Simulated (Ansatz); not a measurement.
This geometry of AlBrCl2FH (6 atoms, charge 0, multiplicity 1) is a first-order saddle point.

The calculation used Ansatz, RKS BHLYP-D4/def2-SVP.

```xyz
6
Properties=species:S:1:pos:R:3
Al -0.343 -0.447 -0.136
Br 1.214 1.359 -0.864
Cl 0.520 -2.323 -0.350
Cl -2.293 -0.050 -0.728
H 0.811 1.118 0.689
F 0.091 0.344 1.389
```

(1) Which two structures does it join? (They come from a converged band through this point; their orientation in space is the band's.)

(2) How far does it lie above each of them?

Answers

(1) Bonds broken: H5–F6. Bonds formed: Br2–H5.

Image 0:

```xyz
6
Properties=species:S:1:pos:R:3
Al -0.225 -0.352 -0.437
Br 1.177 1.245 -1.264
Cl 0.515 -2.294 -0.282
Cl -2.275 -0.039 -0.659
H 0.700 1.076 1.257
F 0.107 0.364 1.385
```

Image 8:

```xyz
6
Properties=species:S:1:pos:R:3
Al -0.492 -0.600 0.053
Br 1.190 1.338 -0.807
Cl 0.521 -2.330 -0.508
Cl -2.274 -0.071 -0.886
H 1.271 1.668 0.574
F -0.216 -0.004 1.574
```

(2) 0.41 eV above the first and 0.32 eV above the second. This is the barrier of this one path; another mechanism may lie lower. The orbitals stay closed-shell, which can raise the energy where a bond breaks towards radicals; this wasn't checked here.

The run took 2.8 min on 2 threads of AMD EPYC 7R13 Processor (Zen 3), on a shared host, peak memory 0.28 GiB.
